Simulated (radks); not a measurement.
The numbers below are computed, except where a source is named.
Species: Gd. Configuration: [Xe] 4f7 6s2 6d1 (not the ground configuration). Level of theory: Dirac Kohn-Sham, BP86, spin-unpolarised, spherical densities, finite nucleus; open shells fill j = l - 1/2 first; Fermi nuclear charge, rms radius 5.1569 fm (a radial shooting solver on a logarithmic mesh with Libxc functionals).

Unscreened Slater integrals over Kohn-Sham orbitals (eV). Large and small components are both included. Empty in this configuration: 6d5/2.

integral            value
F0(6d3/2,6d3/2)    2.4000
F2(6d3/2,6d3/2)    1.2774
F0(6d3/2,6s1/2)    3.0507
G2(6d3/2,6s1/2)   0.18267
F0(6d3/2,4f7/2)    3.2545
F2(6d3/2,4f7/2)   0.16589
G3(6d3/2,4f7/2)  0.050882
G5(6d3/2,4f7/2)  0.039307
F0(6d3/2,4f5/2)    3.2554
F2(6d3/2,4f5/2)   0.16342
G1(6d3/2,4f5/2)  0.058348
G3(6d3/2,4f5/2)  0.049845
F0(6d3/2,6d5/2)    2.3839
F2(6d3/2,6d5/2)    1.2707
G2(6d3/2,6d5/2)    1.2703
G4(6d3/2,6d5/2)   0.84281
F0(6s1/2,6s1/2)    6.8301
F0(6s1/2,4f7/2)    8.8864
G3(6s1/2,4f7/2)   0.34025
F0(6s1/2,4f5/2)    8.8939
G3(6s1/2,4f5/2)   0.33292
F0(6s1/2,6d5/2)    3.0091
G2(6s1/2,6d5/2)   0.16304
F0(4f7/2,4f7/2)    29.325
F2(4f7/2,4f7/2)    13.715
F4(4f7/2,4f7/2)    8.5613
F6(4f7/2,4f7/2)    6.1469
F0(4f7/2,4f5/2)    29.517
F2(4f7/2,4f5/2)    13.814
F4(4f7/2,4f5/2)    8.6247
G2(4f7/2,4f5/2)    13.784
G4(4f7/2,4f5/2)    8.6069
G6(4f7/2,4f5/2)    6.1805
F0(4f7/2,6d5/2)    3.2098
F2(4f7/2,6d5/2)   0.16190
F4(4f7/2,6d5/2)  0.064646
G1(4f7/2,6d5/2)  0.058096
G3(4f7/2,6d5/2)  0.049558
G5(4f7/2,6d5/2)  0.038304
F0(4f5/2,4f5/2)    29.712
F2(4f5/2,4f5/2)    13.915
F4(4f5/2,4f5/2)    8.6903
F0(4f5/2,6d5/2)    3.2107
F2(4f5/2,6d5/2)   0.15949
F4(4f5/2,6d5/2)  0.063582
G1(4f5/2,6d5/2)  0.056583
G3(4f5/2,6d5/2)  0.048461
G5(4f5/2,6d5/2)  0.037502
F0(6d5/2,6d5/2)    2.3683
F2(6d5/2,6d5/2)    1.2648
F4(6d5/2,6d5/2)   0.83991
